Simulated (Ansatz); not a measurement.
`C[SiH](C)[SnH3]` + `CC(=N)O` → `N=C(O)[CH2][SnH3]` + `C[SiH2]C`  (formal exchange of groups at the Sn–Si bond)

Isolated molecules relaxed with PBE0-D4/def2-TZVP in Ansatz; ΔE leaves out vibrations. CCSD(T)/CBS adds triple-zeta CCSD(T) − MP2 to the extrapolated MP2 energy (def2 sets, frozen cores). DFT in def2-TZVPP. def2 core potentials past Kr. For Sn outer-core shells are correlated without core-valence functions, which leaves a few kJ/mol of doubt a bond. Each species was taken in one conformer, which may not be the lowest.

```csv
level,ΔE (kcal/mol),difference from CCSD(T)/CBS
ωB97X-V,9.7,0.1
ωB97M-V,9.6,0.0
PBE,11.8,2.2
r2SCAN,10.6,1.0
HF/def2-TZVPP,8.9,-0.7
MP2/def2-TZVPP,8.1,-1.5
SCS-MP2/def2-TZVPP,7.8,-1.8
CCSD(T)/def2-TZVPP,8.6,-1.0
MP2/def2-QZVPP,8.7,-0.9
HF/CBS(def2),8.8,-0.8
CCSD(T)/CBS,9.6,0
```

Largest T1 diagnostic among the species: 0.013.
